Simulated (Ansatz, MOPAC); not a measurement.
Species: BNH, net charge -1, singlet state. SMILES: N=[B-]

Atoms: B1, N2, H3. Bonds: B1-N2, N2-H3.

Bond lengths (Å) and angles (degrees) optimised at PM7 with MOPAC; HF/6-31G* with Ansatz (a first-principles code); B3LYP/6-31G* with Ansatz, each started from the B3LYP-D3(BJ)/def2-TZVP structure (Ansatz) of the last column. A row stands for all coordinates that are equal there. 6-31G* holds six Cartesian d functions. At HF/6-31G* the structure is a saddle point.

```json
[
 {"coordinate": "B1-N2", "PM7": "1.168", "HF/6-31G*": "1.287", "B3LYP/6-31G*": "1.309", "B3LYP-D3(BJ)/def2-TZVP": "1.283"},
 {"coordinate": "N2-H3", "PM7": "0.955", "HF/6-31G*": "0.984", "B3LYP/6-31G*": "1.007", "B3LYP-D3(BJ)/def2-TZVP": "0.995"},
 {"coordinate": "B1-N2-H3", "PM7": "180.0", "HF/6-31G*": "163.7", "B3LYP/6-31G*": "149.7", "B3LYP-D3(BJ)/def2-TZVP": "163.7"}
]
```

Mean signed difference of all 2 bond lengths from B3LYP-D3(BJ)/def2-TZVP: PM7 -0.078 Å, HF/6-31G* -0.004 Å, B3LYP/6-31G* 0.019 Å.
